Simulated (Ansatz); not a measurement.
Pt(OH)2 (H2O2Pt), SMILES [OH][Pt][OH] (connectivity only; charge and spin as stated), neutral, multiplicity 3.

Coordinates come from a B3LYP-D3(BJ)/def2-TZVP optimisation. The multiplicity is an assumed one; other spin states were not compared. The def2 effective core potentials stand for the cores of Pt; spin–orbit coupling is left out. One conformer was computed; it need not be the lowest.

Two levels are set side by side: PBE/def2-TZVPD (Ansatz, an electronic-structure program) and PBE0/def2-TZVPD (Ansatz). Energy differences of separate SCF runs at the same geometry; the states with an electron removed or added have multiplicity 4 and 2. Differences are taken from unrounded values.

```tsv
quantity	PBE0
vertical ionisation energy (eV)	9.68
vertical electron affinity (eV)	1.90
```

Task: What does PBE give, and how far is it from PBE0? (Estimate from the structure and the level; the computed values follow.)

Result: 
```json
[
 {"quantity": "vertical ionisation energy (eV)", "PBE": "9.62", "PBE minus PBE0": "-0.06"},
 {"quantity": "vertical electron affinity (eV)", "PBE": "1.79", "PBE minus PBE0": "-0.11"}
]
```
